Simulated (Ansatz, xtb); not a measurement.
**Relative energy of two isomers of C5H5FO2**

Structure a: `COc1cc(F)co1`, a singlet. Structure b: `COc1coc(F)c1`, a singlet. Both are isolated molecules in the gas phase, relaxed with PBE0-D3(BJ)/def2-SVP; each stands in its lowest conformer found.

a (Å):

```
atom    x (Å)    y (Å)    z (Å)
   C   1.0817   0.3828  -1.6408
   C   0.5479   0.7689   0.5734
   C  -0.7609   0.3632   0.5923
   C  -1.1564   0.5781   1.9493
   C  -0.0976   1.0814   2.6355
   F  -2.3581   0.3226   2.4353
   O   1.4775   0.8256  -0.3666
   O   0.9543   1.1948   1.7684
   H   0.2485   0.9911  -2.0328
   H   0.7715  -0.6761  -1.6158
   H   1.9516   0.4910  -2.2992
   H  -1.3651  -0.0289  -0.2194
   H   0.0638   1.3885   3.6624
```

b (Å):

| atom | x (Å) | y (Å) | z (Å) |
| --- | --- | --- | --- |
| C | -0.0044 | 0.0876 | -1.7318 |
| C | 0.4039 | 0.6616 | 0.4774 |
| C | -0.8690 | 0.4537 | 0.9384 |
| C | 0.3211 | 1.1040 | 2.6285 |
| C | 1.1987 | 1.0932 | 1.5933 |
| F | 0.4753 | 1.4118 | 3.8871 |
| O | 0.9039 | 0.5174 | -0.7542 |
| O | -0.9016 | 0.7346 | 2.2822 |
| H | -0.8366 | 0.8052 | -1.8487 |
| H | -0.4244 | -0.9032 | -1.4807 |
| H | 0.5452 | 0.0163 | -2.6785 |
| H | -1.8022 | 0.1324 | 0.4911 |
| H | 2.2532 | 1.3494 | 1.6022 |

**Question.** Estimate E(b) − E(a) at the level CCSD(T)/def2-SVP + ΔMP2/def2-TZVPP.

**Answer.** CCSD(T)/def2-SVP + ΔMP2/def2-TZVPP gives E(b) − E(a) = +0.32 kcal/mol, slightly favouring structure a, which is too small a margin to settle the true order.

The same difference at several levels:

```tsv
level	geometry	E(b) − E(a) (kcal/mol)	departure from the last row (kcal/mol)	job, with rough time for the two
GFN2-xTB	GFN2-xTB	+0.42	+0.10	optimisation, 0.12 s
HF/STO-3G	GFN2-xTB	−0.11	−0.43	single point, 0.5 s
r2SCAN-D4/def2-SVP	GFN2-xTB	+0.27	−0.04	single point, 6.9 s
PBE0-D3(BJ)/def2-SVP	PBE0-D3(BJ)/def2-SVP	+0.16	−0.16	optimisation, 41 s
HF/def2-SVP	PBE0-D3(BJ)/def2-SVP	+0.80	+0.48	part of the CCSD(T) run
MP2/def2-SVP	PBE0-D3(BJ)/def2-SVP	−0.12	−0.44	part of the CCSD(T) run
CCSD(T)/def2-SVP	PBE0-D3(BJ)/def2-SVP	−0.03	−0.35	single point
CCSD(T)/def2-SVP + ΔMP2/def2-TZVPP	PBE0-D3(BJ)/def2-SVP	+0.32		single point, 2.5 min
```

As drawn, both hold the same kinds of bond in the same numbers.

The largest departure from CCSD(T)/def2-SVP + ΔMP2/def2-TZVPP is that of HF/def2-SVP, 0.48 kcal/mol. The last row adds to CCSD(T) the change of the MP2 difference between the two basis sets, here +0.35 kcal/mol.

With thermal terms from frequencies at re-optimised GFN2-xTB minima (ideal gas, soft modes damped towards free rotors, one conformer each, 298.15 K, 1 atm): the zero-point term adds +0.02 kcal/mol; ΔH is +0.31 and ΔG +0.45 kcal/mol.

The correlated steps freeze 8 core orbitals. Run with Ansatz 0.2.0, xtb 6.7.1; the last row on 2 threads of Arm Neoverse V2 on a shared host.
